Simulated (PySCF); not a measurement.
## Partial charges of `CO[Si@@H]1CO[Si@H]1S[SiH3]`

C2H10O2SSi3.
Z-matrix (Å and degrees, GFN2-xTB geometry), rows numbered from 1:
```
C 
O   1  1.3959
Si  2  1.6168  1  128.57
C   3  1.9209  2  107.25  1  -175.90
O   4  1.4346  3   99.01  2  -127.07
Si  5  1.6551  4  107.95  3    14.17
S   6  2.1442  3  125.30  2  -149.04
Si  7  2.1497  6  100.39  3   -84.07
H   1  1.0897  2  108.07  3   172.60
H   1  1.0915  2  110.55  3    52.97
H   1  1.0917  2  110.72  3   -67.60
H   3  1.4713  2  111.86  1   -51.92
H   4  1.0897  3  116.93  2   117.75
H   4  1.0916  3  115.71  2   -11.45
H   6  1.4652  3  124.10  2     1.33
H   8  1.4531  7  109.23  6   -62.44
H   8  1.4572  7  108.62  6    60.96
H   8  1.4547  7  101.71  6   178.74
```

Density: PBE0/pcSseg-1 (PySCF); schemes: Mulliken, IAO, Hirshfeld and ESP-fitted. Isolated species at its GFN2-xTB geometry (one conformer only).

Give the atomic charges in each scheme.

In e:

| atom | environment | Mulliken | IAO | Hirshfeld | ESP-fitted |
| --- | --- | --- | --- | --- | --- |
| C1 | methoxy carbon | -0.003 | -0.199 | -0.030 | -0.198 |
| O2 | silyl ether oxygen | -0.623 | -0.627 | -0.222 | -0.291 |
| Si3 | oxygen-bound silicon | +0.648 | +0.834 | +0.335 | +0.329 |
| C4 | sp3 carbon bound to oxygen | -0.198 | -0.336 | -0.090 | -0.177 |
| O5 | silyl ether oxygen | -0.632 | -0.659 | -0.230 | -0.365 |
| Si6 | oxygen-bound silicon | +0.605 | +0.738 | +0.292 | +0.452 |
| S7 | sulfur bonded to 2 Si | -0.549 | -0.456 | -0.203 | -0.401 |
| Si8 | SiH3 silicon | +0.492 | +0.571 | +0.294 | +0.317 |
| H9 | methyl hydrogen | +0.124 | +0.159 | +0.053 | +0.119 |
| H10 | methyl hydrogen | +0.098 | +0.131 | +0.043 | +0.126 |
| H11 | methyl hydrogen | +0.104 | +0.134 | +0.044 | +0.109 |
| H12 | Si–H hydrogen | -0.080 | -0.130 | -0.074 | -0.064 |
| H13 | methylene hydrogen | +0.138 | +0.151 | +0.040 | +0.126 |
| H14 | methylene hydrogen | +0.143 | +0.151 | +0.043 | +0.109 |
| H15 | Si–H hydrogen | -0.061 | -0.122 | -0.078 | -0.061 |
| H16 | Si–H hydrogen | -0.051 | -0.109 | -0.069 | -0.040 |
| H17 | Si–H hydrogen | -0.079 | -0.121 | -0.075 | -0.057 |
| H18 | Si–H hydrogen | -0.075 | -0.110 | -0.073 | -0.033 |

Mean size of the charges over all atoms: IAO 0.319 e, Mulliken 0.261 e, ESP-fitted 0.187 e, Hirshfeld 0.127 e. Each set sums to the total charge, 0, to within 0.001 e. The ESP scheme fits charges at the nuclei, held to the total charge, to the electrostatic potential on points at 1.4 to 2.0 times the van der Waals radii. The Hirshfeld scheme weights the molecular density at each point by an atom's share of the summed free-atom densities.

Lowest charge. The schemes don't all agree: Mulliken O5 (-0.632); IAO O5 (-0.659); Hirshfeld O5 (-0.230); ESP-fitted S7 (-0.401).

Highest charge. The schemes don't all agree: Mulliken Si3 (+0.648); IAO Si3 (+0.834); Hirshfeld Si3 (+0.335); ESP-fitted Si6 (+0.452).

How closely do the schemes follow one another over all atoms?

Correlation coefficient and root-mean-square difference: IAO with Hirshfeld 0.98, 0.246 e; Mulliken with IAO 0.98, 0.089 e; Mulliken with Hirshfeld 0.97, 0.200 e; IAO with ESP-fitted 0.97, 0.191 e; Mulliken with ESP-fitted 0.96, 0.149 e; Hirshfeld with ESP-fitted 0.94, 0.093 e.

How many electrons does the Mulliken scheme count on O2?

Z − q = 8 − (-0.623) = 8.623.

Sum the charges by element, for elements with more than one atom.

```json
{"element": "C", "atoms": "2", "Mulliken": "-0.201", "IAO": "-0.535", "Hirshfeld": "-0.121", "ESP-fitted": "-0.375"}
{"element": "O", "atoms": "2", "Mulliken": "-1.255", "IAO": "-1.286", "Hirshfeld": "-0.452", "ESP-fitted": "-0.656"}
{"element": "Si", "atoms": "3", "Mulliken": "+1.744", "IAO": "+2.142", "Hirshfeld": "+0.921", "ESP-fitted": "+1.098"}
{"element": "H", "atoms": "10", "Mulliken": "+0.261", "IAO": "+0.134", "Hirshfeld": "-0.146", "ESP-fitted": "+0.334"}
```
